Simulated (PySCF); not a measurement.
UHF on Mo⁻ (molybdenum, charge -1), [Kr] 4d5 5s2, high-spin 6S determinant. All numbers are calculated (PySCF 2.14, scalar relativity through the core potential, in aug-cc-pwCVTZ-PP with ECP28MDF).

```
cycle= 1 E= -67.335330322263  delta_E= -3.99e-10  |g|= 4.92e-06  |ddm|= 0.000487
converged SCF energy = -67.335330322263  <S^2> = 9.3111183  2S+1 = 6.1842116
```

Highest occupied orbital energy: 0.254 eV; ⟨L²⟩ = 0.00; populations by l: s 4.00, p 6.00, d 5.00, f 0.00.

Q: Can this result be used?

A: With care. The calculation finished and met its thresholds. Energies and moments cover only the electrons outside the core potential. ⟨S²⟩ = 9.31 against 8.75 shows spin contamination. At UHF the highest occupied level has a positive energy, so only the finite basis holds that electron.
